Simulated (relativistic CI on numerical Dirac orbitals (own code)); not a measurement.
# Ho²⁺: M4,5 absorption edge

Computed with this model: Dirac-Coulomb-Breit CI, KLI orbitals optimised for each configuration, a model potential for QED, multiplet model of core-to-valence dipole absorption, unscaled Slater integrals; configurations [Xe] 4f11 → [Ar] 3d9 4s2 4p6 4d10 4f12 5s2 5p6; 10 K; Lorentzian 0.6 eV and Gaussian 0.4 eV FWHM. Energies are those of the free ion, without screening or charge transfer. The branching ratio is the share of the lower-energy edge in the whole absorption, uncertain by about 0.02 where the edges overlap. S is read from ⟨S²⟩ = S(S + 1).

free ion: ground-state S = 1.48, centroid 1352.19 eV, branching ratio 0.919. Peaks (eV, height): 1347.0 (57), 1349.5 (100), 1351.9 (25), 1387.3 (11).

The statistical ratio of this edge is 3/5 = 0.600. Values above it arise where the holes sit mainly in the j = l + 1/2 valence subshell or the ground state has high spin; values below it where core-valence Coulomb terms move weight to the upper edge, as in nearly empty shells.

Strongest unbroadened transitions for free ion:

| Energy (eV) | Relative strength |
| --- | --- |
| 1346.08 | 5.3 |
| 1346.59 | 0.0 |
| 1346.99 | 55.7 |
| 1347.57 | 0.1 |
| 1348.58 | 6.7 |
| 1349.52 | 100.0 |
| 1350.58 | 0.6 |
| 1351.90 | 22.7 |
| 1353.73 | 2.2 |
| 1354.06 | 2.9 |
| 1386.75 | 2.2 |
| 1387.31 | 10.4 |
| 1388.49 | 4.0 |
| 1391.48 | 0.3 |
| 1391.95 | 0.3 |
